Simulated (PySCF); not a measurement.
Al(H)(Et)(vinyl) (C4H9Al), SMILES [AlH]([CH2]C)[CH]=C.

Geometry: B3LYP-D3(BJ)/def2-SVP. The structure was generated by enumeration; whether it is a known compound was not checked. One conformer was computed; it need not be the lowest.

Two levels are set side by side: TDA-PBE/def2-SVPD (PySCF) and TDA-B3LYP/def2-SVPD (PySCF). Vertical, same geometry. The lowest singlet is HOMO→LUMO 99 % with PBE and HOMO→LUMO 98 % with the other functional; states are paired by order. Differences are taken from unrounded values.

| quantity | TDA-PBE |
|---|---|
| lowest singlet excitation (eV) | 3.91 |
| lowest triplet excitation (TDA) (eV) | 3.70 |
| first bright state (f over 0.05) (eV) | 5.44 |
| its oscillator strength | 0.12 |

**Question.** These are the TDA-PBE values. What does TDA-B3LYP give? (The exact figures need the calculation; the answer reports its results.)

**Answer.** 
```
quantity                               TDA-B3LYP  TDA-PBE minus TDA-B3LYP
-------------------------------------  ---------  -----------------------
lowest singlet excitation (eV)              4.47                    -0.56
lowest triplet excitation (TDA) (eV)        3.92                    -0.22
first bright state (f over 0.05) (eV)       5.78                    -0.34
its oscillator strength                     0.16                    -0.04
```

A lower first singlet is the usual sign of a functional without exact exchange. Differences between two approximate levels are no errors against the true value.

Rough cost on one machine, each run with all the roots and properties that it gave: TDA-B3LYP against TDA-PBE about 3 times.
